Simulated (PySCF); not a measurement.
# Exercise with solution: oscillator strength and radiative lifetime

2-butanone (C4H8O), SMILES CCC(C)=O.

Geometry optimised at PBE0-D3(BJ)/def2-SVP. Other conformers were not sampled.

TDA-LC-ωPBE/def2-SVPD run with PySCF 2.14.0 puts the first singlet state with f over 0.02 at 7.77 eV (vertical), with the transition dipole (-0.363, 0.179, -0.016) in atomic units.

Task: Find the oscillator strength, the wavelength and the radiative lifetime that this transition would have in vacuum if emission retraced absorption.

Result: 
|μ|² = 0.1641 au, so |μ| = 1.03 D. ΔE = 7.77/27.211 = 0.2855 hartree. f = (2/3) ΔE |μ|² = 0.031 (the program prints 0.031).
λ = 1239.84/7.77 = 160 nm; ν = 62669 cm⁻¹.
Einstein's coefficient A = 0.6670 ν² f s⁻¹ (ν in cm⁻¹) = 8.2e7 s⁻¹, so τ = 1/A = 12 ns. This state is S2; the lower singlet has f = 0.000. The figure is the radiative limit of this one transition; relaxation, internal conversion, crossing to triplets and a medium change what is measured.
